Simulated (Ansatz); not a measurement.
Ga(F)(Cl)(vinyl) (C₂H₃ClFGa), SMILES C=[CH][Ga]([F])[Cl].

Geometry optimised at ωB97X-D3(BJ)/def2-SVP. The structure was generated by enumeration; whether it is a known compound was not checked. One conformer was computed; it need not be the lowest.

Two levels are set side by side: PBE/def2-SVPD (Ansatz, a first-principles code) and CAM-B3LYP/def2-SVPD (Ansatz). Energy differences of separate SCF runs at the same geometry; the states with an electron removed or added have multiplicity 2 and 2. Differences are taken from unrounded values.

```
quantity                             PBE
---------------------------------  -----
vertical ionisation energy (eV)    10.67
vertical singlet–triplet gap (eV)   4.15
```

**Question.** These are the PBE values. What does CAM-B3LYP give? (An estimate is asked for; the answer gives what the named calculation found.)

**Answer.** 
```csv
quantity,CAM-B3LYP,PBE minus CAM-B3LYP
vertical ionisation energy (eV),11.12,-0.45
vertical singlet–triplet gap (eV),4.09,0.05
```
